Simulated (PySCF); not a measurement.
From one molecule to another.

First species: C8H11P.
InChI=1S/C8H11P/c1-3-6-9-7-4-5-8(9)2/h1,5H,4,6-7H2,2H3

Second species: C8H11P.
Geometry (GFN2-xTB, Å), atoms numbered from 1 in this order:
```xyz
20
C8H11P angstrom
C     -1.903    0.541   -1.649
C     -0.599    0.305   -1.654
P      0.183   -0.845   -0.489
C      1.586    0.226    0.040
C      2.916    0.035   -0.630
C      2.726   -0.410    0.782
C     -0.944   -0.501    0.891
C     -2.223   -0.206    0.703
C     -2.850   -0.062   -0.653
H     -2.345    1.212   -2.375
H      0.057    0.753   -2.389
H      1.306    1.237    0.321
H      2.996   -0.728   -1.392
H      3.522    0.908   -0.822
H      2.678   -1.472    0.975
H      3.199    0.155    1.572
H     -0.524   -0.600    1.883
H     -2.879   -0.033    1.547
H     -3.752    0.548   -0.583
H     -3.157   -1.053   -1.010
```

Levels: PBE0/pcSseg-1 for HOMO energy, LUMO energy and HOMO–LUMO gap. Geometries: GFN2-xTB. Each structure is a single optimised conformer of the isolated species, non-relativistic unless stated. Electronic properties by PySCF.

Dipoles, sizes and rotational constants follow the conformer. The torsions of the flexible species, by atom-mapped SMILES:
- `[CH:1]1=[CH:2][P:3]([CH:4]2[CH2:5][CH2:6]2)[CH:7]=[CH:8][CH2:9]1`: C2–P3–C4–C5 -97°

The conformers of `C#CCP1CCC=C1C` aren't listed.

Values for the first species:

- HOMO energy: -6.49 eV
- LUMO energy: 0.05 eV
- HOMO–LUMO gap: 6.54 eV

(1) Estimate the same properties for the second species, and the change in each.

Results:

(1) 
| property | first | second | second less first |
| --- | --- | --- | --- |
| HOMO energy | -6.49 eV | -6.27 eV | +0.22 eV |
| LUMO energy | 0.05 eV | 0.09 eV | +0.04 eV |
| HOMO–LUMO gap | 6.54 eV | 6.36 eV | -0.18 eV |

